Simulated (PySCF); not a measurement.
## Calculated NMR parameters of C=CC#CB(C#N)NC

```yaml
Formula: C6H7BN2
SMILES: C=CC#CB(C#N)NC
Point_group_of_the_computed_structure: C1
Carbon_signals: 6
Proton_signals: 5
```

Mapped SMILES: `[CH2:1]=[CH:2][C:3]#[C:4][B:5]([C:6]#[N:7])[NH:8][CH3:9]`; H(Xn) means a hydrogen on atom n. Ha(C1) is cis to C3; Hb(C1) is trans to C3.

PySCF 2.14 calculation with geometry: PBE0-D3(BJ)/def2-SVP, NMR shieldings at B97-2/pcSseg-1/GIAO and J couplings at B3LYP/pcJ-1 (spin–dipole term only in couplings to heteroatoms); non-relativistic Hamiltonian, equivalent nuclei averaged, no solvent model, one computed conformer.

References, each an isolated molecule treated in the same way: 1H (σref 31.38) and 13C (σref 183.69) vs TMS; BF3·OEt2 for 11B (σref 101.82); NH3 for 15N (σref 262.91).

| carbon | δC, type | δH (multiplicity, J in Hz) | HMBC from (abs. J ≥ 3 Hz) | span of the C tensor (ppm) |
| --- | --- | --- | --- | --- |
| C1 | 139.0, CH2 | Hb(C1) 5.98 (m); Ha(C1) 6.11 (m) | H(C2) | 240 |
| C2 | 122.7, CH | 6.14 (m) | Ha(C1) | 208 |
| C3 | 112.7, C | – | Ha(C1), Hb(C1) | 251 |
| C4 | 97.4, C | – | H(C2) | 200 |
| C6 | 125.6, C | – | – | 350 |
| C9 | 34.2, CH3 | 3.08 (s) | – | 54 |

Other nuclei:
| atoms | nucleus | environment | δ (ppm) | σ (ppm) |
| --- | --- | --- | --- | --- |
| H(N8) | 1H | hydrogen on a nitrogen bonded to C, B | 4.32 | 27.06 |
| B5 | 11B | boron bonded to 2 C, N | 15.8 | 86.0 |
| N7 | 15N | nitrile nitrogen | 339.8 | -76.9 |
| N8 | 15N | nitrogen bonded to C, B, H | 135.0 | 127.9 |

Selected couplings (Hz, signed; the shortest-range and largest first, 30 at most; isotopes 13C, 1H, 11B, 15N): 1J(C1,Hb(C1)) 172.9, 1J(C2,H(C2)) 172.6, 1J(C1,Ha(C1)) 171.2, 1J(C9,H(C9)) 142.8, 1J(C4,B5) 118.5, 1J(B5,C6) 99.9, 1J(B5,N8) -37.1, 2J(C3,B5) 21.6, 2J(B5,C9) 2.3, 2J(Hb(C1),Ha(C1)) 2.3, 2J(B5,N7) -1.5, 3J(Ha(C1),H(C2)) 19.1, 3J(Hb(C1),H(C2)) 12.9, 3J(B5,H(C9)) 4.5, 3J(C2,B5) 2.5, 4J(C1,B5) -1.8, 4J(B5,H(C2)) -1.7.

δC 139.0: terminal =CH2 carbon; the olefinic region. δC 125.6: nitrile carbon; this is the usual window of a C≡N carbon, which has no attached hydrogen. δC 122.7: alkene CH; as expected for a trigonal carbon in a double bond. δC 112.7, 97.4: alkyne carbon. δC 34.2: methyl carbon bonded to N; the inductive effect lowers its shielding.

OH/NH shifts are gas-phase values; hydrogen bonding in solution moves them, usually downfield. A carbon bonded to boron is broadened by the quadrupolar boron nucleus and is often missing from a measured spectrum. Multiplet labels drop couplings under 1 Hz and merge nearly equal ones. Unscaled 3J(H,H) at this level run about 10 % above measured values. Shifts are as computed. Against solution values, carbons near 30 ppm lie about +1 ppm off and those near 130 ppm about +2 ppm. Of 1313 compounds with measured shifts, 239 miss one by over three times the rms of a fit or turn the order of signals round; such compounds aren't used in these exercises. Couplings to exchangeable protons are dropped. Experimental scales use liquid or dissolved standards, which lie at an offset from isolated NH3 (liquid NH3: subtract about 20 ppm). Unscaled 15N shifts of sp2 nitrogen come out 20 to 40 ppm too high even then.
